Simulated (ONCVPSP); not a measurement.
Which change was made? (Dy, ONCV)

* Element: dysprosium
* Generator: ONCVPSP 4.0.1
* Type: optimised norm-conserving Vanderbilt (ONCV)
* Functional: PBE
* Relativity: scalar-relativistic
* Frozen core: [Kr] 4d10 4f9
* Valence charge: 11
* Reference configuration: 5s2 5p6 5d1 6s1.75 6p0.25
* Partial waves: 5s+6s: rc 2.50 bohr, ncon 5, nbas 9, qcut 6.1 1/bohr, 2 projectors; 5p+6p: rc 2.10 bohr, ncon 4, nbas 7, qcut 7.4 1/bohr, 2 projectors; 5d: rc 3.60 bohr, ncon 4, nbas 9, qcut 4.9 1/bohr, 3 projectors, debl 2.3 Ha; f scattering state at 0.08 Ha: rc 3.95 bohr, ncon 4, nbas 9, qcut 3.2 1/bohr, 2 projectors, debl 0.6 Ha
* Local potential: polynomial inside 1.70 bohr (lpopt 5, dvloc0 1 Ha)
* Core correction: Teter function fitted to the true core (icmod 2), fcfact 0.5

Cutoffs, loose and tight: the cutoffs (Ha) at which the residual kinetic energy of the hardest occupied pseudo-wave falls to 1 and 0.1 mHa per electron. They do not see the model core or the augmentation charge, which bear on the density cutoff. Test errors are all-electron minus pseudo excitation energies from the reference, over the configurations 5s2 5p6 5d1 6s2 6p0; 5s2 5p6 5d1 6s1 6p0; 5s2 5p6 5d1 6s0 6p0; 5s2 5p6 5d1.5 6s1.5 6p0; variants that change the core or the reference have their own tests.

The base gives: outcome: generated; cutoff, loose: 14 Ha; cutoff, tight: 18 Ha; bound ghosts: none; GHOST(+) flags above zero: none; largest test error (meV): +9.2.

(1) After one change the result is: outcome: generated, projector energies reset by the program; cutoff, loose: 14 Ha; cutoff, tight: 18 Ha; bound ghosts: none; GHOST(+) flags above zero: none; largest test error (meV): +11. Which change was it?
A. p: qcut 8.1
B. core [Xe], valence charge 12; reference 4f10 6s1 6p1; waves now 6s: rc 3.65 bohr, ncon 4, nbas 8, qcut 2.2 1/bohr, 2 projectors, debl 0.5 Ha; 6p: rc 4.00 bohr, ncon 3, nbas 7, qcut 2.2 1/bohr, 2 projectors, debl 1.1 Ha; d scattering state at 0.35 Ha: rc 4.30 bohr, ncon 4, nbas 8, qcut 2.6 1/bohr, 2 projectors, debl 3.5 Ha; 4f: rc 1.25 bohr, ncon 3, nbas 7, qcut 11.7 1/bohr, 2 projectors, debl 2.1 Ha; local potential polynomial inside 0.95 bohr (lpopt 2, dvloc0 2 Ha)
C. reference 5s2 5p6 5d1.5 6s1.5; wave 5p+6p: rc 2.10 bohr, ncon 4, nbas 7, qcut 7.4 1/bohr, 2 projectors becomes 5p: rc 2.10 bohr, ncon 4, nbas 7, qcut 7.4 1/bohr, 2 projectors, debl 0.7 Ha

Answers

(1) C. The others give: core [Xe], valence charge 12; reference 4f10 6s1 6p1; waves now 6s: rc 3.65 bohr, ncon 4, nbas 8, qcut 2.2 1/bohr, 2 projectors, debl 0.5 Ha; 6p: rc 4.00 bohr, ncon 3, nbas 7, qcut 2.2 1/bohr, 2 projectors, debl 1.1 Ha; d scattering state at 0.35 Ha: rc 4.30 bohr, ncon 4, nbas 8, qcut 2.6 1/bohr, 2 projectors, debl 3.5 Ha; 4f: rc 1.25 bohr, ncon 3, nbas 7, qcut 11.7 1/bohr, 2 projectors, debl 2.1 Ha; local potential polynomial inside 0.95 bohr (lpopt 2, dvloc0 2 Ha) → outcome: failed: sratom123: lschfb convergence ERROR n,l,iter= 4 3 4 | p: qcut 8.1 → outcome: generated; cutoff, loose: 17 Ha; cutoff, tight: 22 Ha; bound ghosts: none; GHOST(+) flags above zero: none; largest test error (meV): +9.0.
